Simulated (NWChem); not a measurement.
Isomers of CH5NOSi2, each optimised at PBE0/def2-SVP with NWChem, gas phase unless a solvent is named. Flexible species stand in one conformer each, which need not be the lowest.  Relative energies count from the lowest isomer at each level and are electronic, without zero-point energy, on those geometries.

A: [SiH3]C1=N[SiH2]O1
B: C1=N[SiH2][SiH2]O1
C: O[Si@@H]1C=N[SiH2]1
D: C1[SiH2]O[SiH2]N=1

Problem. Which isomer is lowest, and do the levels agree? Levels: PBE0/def2-SVP; PBE/def2-TZVP; B3LYP/def2-TZVP; Hartree-Fock/def2-TZVP; r2SCAN/def2-TZVP; CAM-B3LYP/def2-TZVP; M06-2X/def2-TZVP.

Solution. All put D lowest.
| quantity | A | B | C | D |
|---|---|---|---|---|
| relative energy, PBE0/def2-SVP (kcal/mol) | 45.8 | 18.6 | 39.0 | 0.0 |
| relative energy, PBE/def2-TZVP (kcal/mol) | 45.8 | 21.9 | 37.6 | 0.0 |
| relative energy, B3LYP/def2-TZVP (kcal/mol) | 49.9 | 27.6 | 43.7 | 0.0 |
| relative energy, Hartree-Fock/def2-TZVP (kcal/mol) | 53.8 | 32.8 | 50.7 | 0.0 |
| relative energy, r2SCAN/def2-TZVP (kcal/mol) | 49.5 | 26.0 | 43.2 | 0.0 |
| relative energy, CAM-B3LYP/def2-TZVP (kcal/mol) | 50.9 | 28.9 | 45.9 | 0.0 |
| relative energy, M06-2X/def2-TZVP (kcal/mol) | 52.0 | 30.5 | 46.4 | 0.0 |
